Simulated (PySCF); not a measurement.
A run for PySCF: R-B3LYP/3-21G on CH3NO (SMILES NC=O), a point of a torsion scan.

```python
from pyscf import gto, scf, dft, mp
from pyscf.data.elements import chemcore

mol = gto.M(
    atom='''
    N    -0.71005215   -0.10810757   -0.24370707
    C     0.65573200   -0.01078615   -0.01334206
    O     1.47627830   -0.73884814   -0.49009953
    H    -1.19385474   -0.82768632    0.27608236
    H    -1.18441611    0.76653844   -0.03602043
    H     0.95529068    0.94561253    0.47079312
    ''',
    basis='3-21g',
    charge=0, spin=0, verbose=3, max_memory=1800)
mf = dft.RKS(mol, xc='b3lyp')
mf.conv_tol = 1e-8
mf.max_cycle = 100
mf.kernel()
if not mf.converged:
    mf = mf.newton().run(mf.mo_coeff, mf.mo_occ)
```

Output:

```
converged SCF energy = -168.919792391191
```

Self-consistency was reached.

Cost: about 1.8 core-seconds (a rough figure).
